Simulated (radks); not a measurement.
Problem. The table gives one normalised radial function P(r) = r R(r) of Lu7+ in [Kr] 4d10 4f13 5s2 5p3 (r in bohr). All-electron calculation, scalar-relativistic Kohn-Sham, exchange-only LDA, spin-polarised, spherical densities, point nucleus; open shells are filled with parallel spins first (spin-orbit coupling, left out, can overturn this in heavy ions). Program: a radial shooting solver on a logarithmic mesh with Libxc functionals.

r	P
0.001217	0.0000
0.001406	0.0000
0.001611	0.0001
0.001845	0.0001
0.002114	0.0001
0.002422	0.0002
0.002775	0.0002
0.003179	0.0003
0.003642	0.0005
0.004173	0.0007
0.004819	0.0011
0.005521	0.0015
0.006326	0.0022
0.007247	0.0032
0.008303	0.0046
0.009513	0.0066
0.0109	0.0094
0.01249	0.0134
0.01431	0.0191
0.01652	0.0275
0.01893	0.0387
0.02169	0.0539
0.02484	0.0745
0.02846	0.1020
0.03261	0.1382
0.03736	0.1848
0.0428	0.2435
0.04904	0.3155
0.05664	0.4061
0.06489	0.5035
0.07434	0.6076
0.08517	0.7104
0.09758	0.7997
0.1118	0.8592
0.1281	0.8699
0.1467	0.8126
0.1681	0.6716
0.1942	0.4236
0.2224	0.1036
0.2548	-0.2754
0.292	-0.6727
0.3345	-1.0376
0.3832	-1.3190
0.4391	-1.4786
0.503	-1.5010
0.5763	-1.3970
0.6656	-1.1850
0.7625	-0.9342
0.8736	-0.6786
1.001	-0.4521
1.147	-0.2744
1.314	-0.1503
1.505	-0.0734
1.724	-0.0315
1.976	-0.0117
2.282	-0.0034
2.614	-0.0009
2.995	-0.0002
3.431	0.0000
3.931	0.0000

Which n and l does it have? It may be an empty orbital.

Solution. n = 4, l = 2: the number of nodes gives n - l - 1 = 1, the rise at small r (about r^(l+1), flatter next to the nucleus through relativity) gives l, and the extent must fit the shell. The curve is that of 4d down; the table hardly tells the two spins apart. 4d down: eigenvalue -294.20 eV, 1 radial node at r = 0.231 bohr, <r> = 0.545 bohr, 90 % of the charge inside 0.818 bohr.
